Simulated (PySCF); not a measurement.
**Electronic structure of Cr(2+) (chromium, charge +2) at the M06-2X level**

Configuration: [Ar] 3d4, high-spin 5D determinant. All numbers are calculated (PySCF 2.14, no relativity, point nucleus, in cc-pVTZ).

| Property | Result |
| --- | --- |
| Total energy | -1043.544 hartree |
| One-electron energy | -1420.337 hartree |
| Hartree (Coulomb) energy | 424.997 hartree |
| Exchange-correlation energy | -48.204 hartree |
| Kinetic energy | 1042.12574 hartree |
| ⟨S²⟩ | 6.0009 |
| ⟨L²⟩ | 6.005 |
| Sum of ⟨r⟩ | 14.62 bohr |
| Sum of ⟨r²⟩ | 16.30 bohr² |
| Traceless quadrupole moment −½Σ⟨3z² − r²⟩ along its main axis | -0.505 e·bohr² |
| Density at the nucleus (Gaussians lack the cusp) | 9260 bohr⁻³ |
| Spin density at the nucleus | -0.289 bohr⁻³ |
| Langevin diamagnetic susceptibility | -12.9 ×10⁻⁶ cm³/mol |
| Time after the integrals | 4.8 s of wall time on 1 thread of Neoverse-N1 (shared host) |

```json
{"shell": "1s α", "electrons": "1", "mean orbital energy (hartree)": "-218.09956", "spread (hartree)": "0", "rms radius, mean of both spins (bohr)": "0.0743"}
{"shell": "1s β", "electrons": "1", "mean orbital energy (hartree)": "-218.09904", "spread (hartree)": "0", "rms radius, mean of both spins (bohr)": "0.0743"}
{"shell": "2s α", "electrons": "1", "mean orbital energy (hartree)": "-25.93232", "spread (hartree)": "0", "rms radius, mean of both spins (bohr)": "0.321"}
{"shell": "2s β", "electrons": "1", "mean orbital energy (hartree)": "-25.85589", "spread (hartree)": "0", "rms radius, mean of both spins (bohr)": "0.321"}
{"shell": "2p α", "electrons": "3", "mean orbital energy (hartree)": "-22.21291", "spread (hartree)": "0.00698", "rms radius, mean of both spins (bohr)": "0.288"}
{"shell": "2p β", "electrons": "3", "mean orbital energy (hartree)": "-22.14577", "spread (hartree)": "0.02845", "rms radius, mean of both spins (bohr)": "0.288"}
{"shell": "3s α", "electrons": "1", "mean orbital energy (hartree)": "-3.83156", "spread (hartree)": "0", "rms radius, mean of both spins (bohr)": "0.976"}
{"shell": "3s β", "electrons": "1", "mean orbital energy (hartree)": "-3.65062", "spread (hartree)": "0", "rms radius, mean of both spins (bohr)": "0.976"}
{"shell": "3p α", "electrons": "3", "mean orbital energy (hartree)": "-2.75870", "spread (hartree)": "0.00446", "rms radius, mean of both spins (bohr)": "1.05"}
{"shell": "3p β", "electrons": "3", "mean orbital energy (hartree)": "-2.53627", "spread (hartree)": "0.05986", "rms radius, mean of both spins (bohr)": "1.05"}
{"shell": "3d α", "electrons": "4", "mean orbital energy (hartree)": "-1.05363", "spread (hartree)": "0.03382", "rms radius, mean of both spins (bohr)": "1.33"}
```
